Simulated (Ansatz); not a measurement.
Geometry optimisation, RKS PBE-D4/def2-SVP (Ansatz).

The input (input.yaml):

```yaml
crystal:
  periodic: [false, false, false]
  atoms:
    - { symbol: Ge, position_ang: [0.0, 0.0, 0.0] }
    - { symbol: O, position_ang: [1.1168, 0.0, 1.6228] }
    - { symbol: H, position_ang: [0.2072, -0.2814, 1.96] }
    - { symbol: H, position_ang: [1.7092, 0.0, 0.376] }
    - { symbol: F, position_ang: [-0.7913, 1.3709, -0.5594] }
    - { symbol: H, position_ang: [-0.73, -1.2648, -0.5162] }
basis:
  gaussian: { orbitals: def2-SVP }
hamiltonian:
  xc: pbe
  dispersion: d4
relax:
  f_tol: 0.15
  max_steps: 25
  restrain:
    - { distance: [1, 3], at: 1.01, k: 30.0 }
    - { distance: [0, 1], at: 2.97, k: 30.0 }
    - { distance: [0, 3], at: 2.75, k: 30.0 }
```

Run as:

```bash
$ ansatz run input.yaml --threads 1 --pin off --max-ram 2048MiB --backend cpu --events-out ev --progress --plain --runs-dir out
```

Problem. Where does it end, and by what steps?

Solution. The forces met the threshold. The restraints hold the end off the free minimum; the threshold counts their pulls, which the force column leaves out. Restrained pairs: O2–H4 (1.38 → 0.99 Å), Ge1–O2 (1.97 → 2.95 Å), Ge1–H4 (1.75 → 2.76 Å). After 10 steps the energy has fallen by 3.327 eV (the restraints' own energy left out); Ge1 moved furthest, 0.94 Å.

| step | energy less start (eV) | largest force component (eV/Å) | accepted |
| --- | --- | --- | --- |
| 0 | 0.0000 | 6.111 | yes |
| 1 | 0.9773 | 8.433 | yes |
| 2 | 1.2756 | 8.423 | yes |
| 3 | -0.1042 | 6.599 | yes |
| 4 | -1.8671 | 3.727 | yes |
| 5 | -2.7253 | 1.587 | yes |
| 6 | -2.9670 | 2.268 | yes |
| 7 | -3.1990 | 1.573 | yes |
| 8 | -3.2824 | 0.807 | yes |
| 9 | -3.3203 | 0.759 | yes |
| 10 | -3.3275 | 0.951 | yes |

```xyz
6
Properties=species:S:1:pos:R:3
Ge -0.066 0.132 -0.928
O 1.250 0.178 1.711
H 0.706 -0.580 2.009
H 1.842 -0.234 1.030
F -1.306 1.392 -0.746
H -0.914 -1.062 -0.193
```

The run took 21 s on 1 thread of Arm Neoverse V1, on a shared host, peak memory 0.14 GiB.
